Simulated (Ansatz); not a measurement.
Basis sets compared for Cd3F4⁺. The state is a doublet with charge 1. Geometry r2SCAN-D4/def2-SVP. Ansatz on 4 threads of Arm Neoverse V1 on a shared host; times are rough, and most runs start from earlier orbitals.

Cartesian coordinates in Å:
```
Cd 0.4778 2.0191 0.2077
Cd 1.6237 -1.2661 -0.3286
Cd -1.3200 -0.4727 0.0757
F -0.3322 -2.2305 -0.2494
F 0.7263 0.0534 1.2234
F 0.4660 0.3733 -1.2923
F -1.6416 1.5234 0.3635
```

In the def2 sets Cd takes a core potential; there is no spin–orbit coupling. Another isomer (doublet) lies 0.10 eV lower at PBE0-D4/def2-TZVP; other spin states weren't run for this one.

```
           level  functions  energy (Eh)  HOMO (eV)  LUMO (eV)  wall time
 PBE-D4/def2-SVP        149    -901.7313      -9.76      -9.31      4.4 s
PBE0-D4/def2-SVP        149    -901.6982     -10.11      -8.56      6.5 s
```

Estimate the rows for PBE-D4/def2-TZVP (with forces), PBE0-D4/def2-TZVP.


```
                         level  functions  energy (Eh)  HOMO (eV)  LUMO (eV)  wall time
PBE-D4/def2-TZVP (with forces)        244    -902.3345      -9.89      -9.44        8 s
             PBE0-D4/def2-TZVP        244    -902.2941     -10.22      -8.65       15 s
```
